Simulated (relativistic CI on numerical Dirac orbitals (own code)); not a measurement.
## Slater and spin-orbit integrals, Re49+

Method of calculation: Dirac-Coulomb-Breit CI, separate exchange-only KLI orbitals for each configuration, model QED, unscaled Slater integrals (own radial code, finite nucleus).

Slater integrals F^k, G^k are unscaled and averaged over j, outside the closed core [Ne]; ζ comes from projecting the Hamiltonian with its Breit term on Σ l·s of the shell.

- 3s²3p⁶3d⁸: F^2(3d,3d) = 596740, F^4(3d,3d) = 385000, ζ(3d) = 233450 cm⁻¹; <r>(3d) = 0.1707, <r^2>(3d) = 0.03385 (bohr units).
- 3s²3p⁵3d⁹: ζ(3p) = 1.7977e+06, F^2(3p,3d) = 519960, G^1(3p,3d) = 558230, G^3(3p,3d) = 370970, ζ(3d) = 231640 cm⁻¹; <r>(3p) = 0.1897, <r^2>(3p) = 0.04174, <r>(3d) = 0.1709, <r^2>(3d) = 0.03394 (bohr units).
- 3s²3p⁴3d¹⁰: F^2(3p,3p) = 515750, ζ(3p) = 1.7967e+06 cm⁻¹; <r>(3p) = 0.1899, <r^2>(3p) = 0.04181 (bohr units).

**Question.** Give the Racah parameters of the d shell in 3s²3p⁶3d⁸.

**Answer.** B = F²/49 − 5F⁴/441 = 7813 cm⁻¹ and C = 35F⁴/441 = 30556 cm⁻¹.

Averages of the first 10 configurations, taken without configuration mixing, which lowers the lowest level and can move excited configurations by several eV; other configurations of the list can lie among them:

| Configuration | Parity | States | Average energy above the lowest level (eV) |
| --- | --- | --- | --- |
| 3s²3p⁶3d⁸ | even | 45 | 64.5 |
| 3s²3p⁵3d⁹ | odd | 60 | 597.4 |
| 3s²3p⁴3d¹⁰ | even | 15 | 1138.6 |
| 3s3p⁶3d⁹ | even | 20 | 1062.2 |
| 3p⁶3d¹⁰ | even | 1 | 2071.0 |
| 3s3p⁵3d¹⁰ | odd | 12 | 1593.4 |
| 3s²3p⁶3d⁷4s | even | 240 | 1820.9 |
| 3s²3p⁶3d⁷4p | odd | 720 | 1996.3 |
| 3s²3p⁴3d⁹4s | even | 300 | 2875.8 |
| 3s²3p⁶3d⁷4d | even | 1200 | 2196.1 |
